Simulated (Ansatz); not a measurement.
Correlation energies of `[OH][Zn][Br]` by basis set

```
atom   x (Å)   y (Å)   z (Å)
  O1  -0.616  -1.198  -0.036
 Zn2   0.145   0.375   0.243
 Br3   1.063   2.336   0.735
  H4  -0.591  -1.513  -0.942
```

Total charge 0; spin multiplicity 1. Correlated methods include outer-core shells of Br, Zn, which these sets cover unevenly. Scalar relativity is left out up to krypton. The geometry is a stationary point of PBE0-D4/def2-TZVP. It is one conformer, not always the lowest. Frozen core, restricted reference, the Gaussian-basis code of Ansatz.

```json
{"basis": "def2-SVP", "HF (Eh)": "-4425.11963", "MP2 corr.": "-0.78446"}
{"basis": "def2-TZVPP", "HF (Eh)": "-4425.78246", "MP2 corr.": "-1.34736"}
{"basis": "def2-QZVPP", "HF (Eh)": "-4425.87912", "MP2 corr.": "-1.73005"}
```

Problem. Estimate the CCSD correlation energy and the (T) correction in each basis where they were run (hartree).

Solution. 
| basis | CCSD corr. | (T) |
| --- | --- | --- |
| def2-SVP | -0.76324 | -0.01825 |
| def2-TZVPP | -1.26951 | -0.03505 |
